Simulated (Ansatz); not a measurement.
`C[Si](C)(F)Cl` + H₂ → `C[SiH](F)Cl` + CH₄  (hydrogenolysis of the Si–C bond)

Isolated molecules relaxed with PBE0-D4/def2-TZVP in Ansatz; ΔE leaves out vibrations. CBS: MP2 limit from def2 TZ/QZ plus the TZ coupled-cluster correction, frozen cores. This one scheme is used for every species. DFT in def2-TZVPP. B3LYP here is the variant with VWN-RPA as its local correlation; programs differ in this.

`C[Si](C)(F)Cl`:

Z-matrix (Å, degrees):
```
C
Si 1 1.847
H 1 1.093 2 110.5
H 1 1.092 2 110.6 3 120.1
H 1 1.092 2 110.6 3 -120.0
C 2 1.847 1 115.1 3 -59.6
F 2 1.598 1 108.4 3 62.0
Cl 2 2.056 1 109.0 3 177.6
H 6 1.092 2 110.6 1 179.6
H 6 1.092 2 110.6 1 -60.5
H 6 1.093 2 110.5 1 59.5
```

H₂:

Z-matrix (Å, degrees):
```
H
H 1 0.746
```

`C[SiH](F)Cl`:

Z-matrix (Å, degrees):
```
C
Si 1 1.843
H 1 1.093 2 110.3
H 1 1.092 2 110.4 3 119.9
H 1 1.092 2 110.5 3 -120.1
F 2 1.594 1 109.4 3 60.6
Cl 2 2.046 1 110.3 3 178.7
H 2 1.477 1 114.2 3 -59.8
```

CH₄:

```xyz
5

C     0.000    0.000    0.000
H    -0.075    0.935   -0.555
H    -0.963   -0.509   -0.015
H     0.284    0.211    1.031
H     0.754   -0.637   -0.461
```

CCSD(T)/CBS gives -12.3 kJ/mol.

(1) Another level gave -15.4 kJ/mol. Which?
A. PBE-D4/def2-TZVPP
B. B97M-V/def2-TZVPP
C. B3LYP/def2-TZVPP
D. revPBE-D4/def2-TZVPP

Largest T1 diagnostic among the species: 0.010.

Answers

(1) B. B97M-V -15.4, B3LYP -25.1, PBE-D4 -9.9, revPBE-D4 -5.2 kJ/mol.

Leaving LDA and LC-ωPBE aside and taking each functional with its dispersion term where it has one, the values, not all of them listed here, spread over 14.6 kJ/mol, from B2PLYP to revPBE-D4. LDA lies +8.5 kJ/mol from PBE without D4. The D4 term adds +10.5 kJ/mol with B3LYP and +5.8 kJ/mol with PBE0; it sums over pairs of atoms, weighted by their polarisabilities, and B3LYP, whose exchange is more repulsive, gets the larger term.

CCSD(T)/CBS has its own doubt, a few kJ/mol and more with outer-core shells, so smaller differences from it don't rank the levels.
